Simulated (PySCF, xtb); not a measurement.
WOCl3, SMILES [O]=[W]([Cl])([Cl])[Cl] (connectivity only; charge and spin as stated), neutral, multiplicity 2.

Harmonic wavenumbers (cm⁻¹) from GFN2-xTB (xtb) at its own minimum, in rising order: 72, 82, 108, 125, 168, 317, 331, 360, 882.

**Question.** What does PySCF 2.14.0 with PBE-D3(BJ)/def2-SVP give at its own minimum? (An estimate is asked for; the answer gives what the named calculation found.)

**Answer.** 65, 86, 112, 122, 214, 387, 387, 405, 1004. Paired by order, the mean absolute difference is 40 cm⁻¹ and the zero-point energies are 3.5 and 4.0 kcal/mol.
